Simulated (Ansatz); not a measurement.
Frontier orbitals of C3H12AsB (`C[B-](C)(C)[AsH3+]`).

Total charge 0; spin multiplicity 1. Correlated methods include outer-core shells of As, which these sets cover unevenly. Scalar relativity is left out up to krypton. The geometry is a stationary point of PBE0-D4/def2-TZVP. Basis def2-TZVPP, the Gaussian-basis code of Ansatz.

```tsv
functional	HOMO (eV)	LUMO (eV)	gap (eV)
PBE	-6.62	-0.55	6.07
BLYP	-6.56	-0.54	6.02
PBE0	-7.83	0.30	8.13
BHLYP	-8.89	1.00	9.89
ωB97M-V	-9.94	1.83	11.77
```

Against PBE, PBE0 changes HOMO and LUMO by −1.21 and +0.85 eV, ωB97M-V by −3.32 and +2.38 eV. A gap of 6.07 eV thus becomes 11.77 eV for the same molecule, so an orbital gap means little without its functional. A positive LUMO is unbound and depends on the basis.
